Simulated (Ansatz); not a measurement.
AlH3, SMILES [AlH3].

Geometry optimised at ωB97X-D3(BJ)/def2-TZVPD. The isomer is the one that the SMILES or the coordinates give; other isomers of the formula were not compared.

Two levels are set side by side: PBE/def2-TZVPD (Ansatz, a quantum-chemistry and plane-wave program) and ωB97X-V/def2-TZVPD (Ansatz). Energy differences of separate SCF runs at the same geometry; the states with an electron removed or added have multiplicity 2 and 2. Differences are taken from unrounded values.

| quantity | ωB97X-V |
|---|---|
| vertical ionisation energy (eV) | 11.41 |
| vertical singlet–triplet gap (eV) | 5.39 |

### Question
What does PBE give, and how far is it from ωB97X-V? (The exact figures need the calculation; the answer reports its results.)

### Answer

| quantity | PBE | PBE minus ωB97X-V |
|---|---|---|
| vertical ionisation energy (eV) | 10.92 | -0.49 |
| vertical singlet–triplet gap (eV) | 4.55 | -0.84 |
